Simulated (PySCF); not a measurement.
CsF, SMILES [F][Cs].

Geometry optimised at PBE0-D3(BJ)/def2-TZVPD. The def2 effective core potentials stand for the cores of Cs; spin–orbit coupling is left out.

Level of theory: PySCF 2.14.0 with TDDFT-PBE0/def2-TZVPD.

Vertical excitations; the highest root listed may be one member of a degenerate set. Isolated molecule, no solvent. State labels are in the subgroup C2v.

Computed UV-visible absorptions:
| state | symmetry | energy (eV) | λ (nm) | f | main pairs |
|---|---|---|---|---|---|
| S1 | A1 | 4.77 | 260 | 0.030 | HOMO→LUMO 97 % |
| S2 | B1 | 4.98 | 249 | 0.002 | HOMO−2→LUMO (degenerate set) |
| S3 | B2 | 4.98 | 249 | 0.002 | HOMO−1→LUMO (degenerate set) |
| S4 | B1 | 5.95 | 208 | 0.002 | HOMO→LUMO+1 (degenerate set) |
| S5 | B2 | 5.95 | 208 | 0.002 | HOMO→LUMO+2 (degenerate set) |
| S6 | A1 | 6.06 | 204 | 0.022 | HOMO→LUMO+3 94 % |
| S7 | A1 | 6.17 | 201 | 0.009 | HOMO−2→LUMO+1 49 %, HOMO−1→LUMO+2 49 % |
| S8 | A2 | 6.18 | 201 | 0.000 | HOMO−1→LUMO+1, HOMO−2→LUMO+2 (degenerate set) |
| S9 | A1 | 6.18 | 201 | 0.000 | HOMO−1→LUMO+2, HOMO−2→LUMO+1 (degenerate set) |
| S10 | A2 | 6.19 | 200 | 0.000 | HOMO−1→LUMO+1 49 %, HOMO−2→LUMO+2 49 % |
| T1 | A1 | 4.70 | 264 | 0 | HOMO→LUMO 98 % |
| T2 | B2 | 4.96 | 250 | 0 | HOMO−1→LUMO (degenerate set) |
| T3 | B1 | 4.96 | 250 | 0 | HOMO−2→LUMO (degenerate set) |
| T4 | B2 | 5.94 | 209 | 0 | HOMO→LUMO+2 98 % |
Triplets are in the Tamm–Dancoff approximation, which puts them higher than full response would, so one can lie above its singlet here.
